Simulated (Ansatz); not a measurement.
Reaction (substitution at a C–O bond): `CO[Si]OC` + `NB(F)F` → `CNB(F)F` + `CO[Si]O`

Calculated with Ansatz (gas phase, PBE0-D4/def2-TZVP geometries, no zero-point term in ΔE). CBS: MP2 limit from def2 TZ/QZ plus the TZ coupled-cluster correction, frozen cores. Functionals use def2-TZVPP. B3LYP here is the variant with VWN-RPA as its local correlation; programs differ in this. HSE06 is defined as in plane-wave codes. One conformer a species, not always the lowest.

`CO[Si]OC`:

Z-matrix (Å, degrees):
```
C
O 1 1.407
H 1 1.093 2 111.9
H 1 1.094 2 110.5 3 121.5
H 1 1.092 2 108.7 3 -119.8
Si 2 1.642 1 139.2 3 -33.6
O 6 1.642 2 108.4 1 -7.5
C 7 1.407 6 139.2 2 -7.5
H 8 1.092 7 108.7 6 -153.2
H 8 1.093 7 111.9 6 -33.4
H 8 1.094 7 110.5 6 88.0
```

`NB(F)F`:

Z-matrix (Å, degrees):
```
N
B 1 1.392
H 1 1.003 2 122.4
H 1 1.003 2 122.4 3 -180.0
F 2 1.330 1 121.2 3 180.0
F 2 1.330 1 121.2 3 -0.0
```

`CNB(F)F`:

Z-matrix (Å, degrees):
```
C
N 1 1.444
H 1 1.094 2 111.6
H 1 1.094 2 111.6 3 121.3
H 1 1.089 2 109.2 3 -119.3
B 2 1.391 1 126.1 3 119.5
H 2 1.006 1 115.8 3 -60.5
F 6 1.332 2 120.9 1 180.0
F 6 1.332 2 121.7 1 -0.0
```

`CO[Si]O`:

```xyz
8

C    -0.107   -0.073    1.303
O    -0.205   -0.105   -0.104
Si    0.947    0.507   -1.126
O     0.242    0.161   -2.571
H    -0.953    0.481    1.714
H     0.821    0.406    1.640
H    -0.133   -1.093    1.693
H    -0.612   -0.283   -2.549
```

Problem. Is it downhill or uphill in electronic energy at CCSD(T)/CBS, and by how much? (Best estimate.)

Solution. Computed: Downhill: ΔE = -0.36 eV.

Problem. What do these levels give: revPBE-D4, PBE0-D4, B3LYP-D4, HSE06-D4, PBE, MP2/def2-TZVPP? (An estimate is asked.)

Solution. Computed: revPBE-D4 -0.30, PBE0-D4 -0.34, B3LYP-D4 -0.27, HSE06-D4 -0.34, PBE -0.34, MP2/def2-TZVPP -0.37 eV.

Problem. What do rigid-rotor, harmonic-oscillator terms from PBE0-D4/def2-TZVP frequencies (298.15 K, 1 bar) make of the CCSD(T)/CBS value? (Best estimate.)

Solution. Ansatz gave: ΔZPE = +0.01 eV, ΔH = -0.36 eV, ΔS = -2 J/(mol·K), ΔG = -0.35 eV.

Largest T1 diagnostic among the species: 0.014.

The D4 term adds +0.04 eV with B3LYP and +0.02 eV with PBE0; it sums over pairs of atoms, weighted by their polarisabilities, and B3LYP, whose exchange is more repulsive, gets the larger term. In def2-TZVPP, CCSD(T) changes the Hartree–Fock value by −0.05 eV (the triples alone add +0.00 eV) and MP2 by −0.07 eV.
